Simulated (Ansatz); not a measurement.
BF3, singlet, at a GFN2-xTB geometry.

Here is a job for Ansatz (a first-principles code).
Ansatz 0.2 input:
```yaml
crystal:
  periodic: [false, false, false]
  atoms:
    - {symbol: B, position_ang: [-0.00000000, 0.00000000, -0.00000000]}
    - {symbol: F, position_ang: [-0.00659779, 1.30036204, -0.00088081]}
    - {symbol: F, position_ang: [1.12944220, -0.64446528, 0.00325160]}
    - {symbol: F, position_ang: [-1.12284440, -0.65589676, -0.00237079]}
basis:
  gaussian:
    orbitals: def2-SVP
magnetization: {spin_polarized: false}
correlation: {method: ccsd_t, diis_vectors: 4}
```

Problem. What does this run give for the MP2 correlation energy, coupled-cluster correlation energy (without the perturbative part), T1 diagnostic, number of basis functions, total energy?

Solution. 
The MP2 correlation energy is -0.6282 Eh, the coupled-cluster correlation energy (without the perturbative part) is -0.6355 Eh and the T1 diagnostic comes out as 0.012. The number of basis functions is 56. The total energy comes out as -323.5819 Eh.
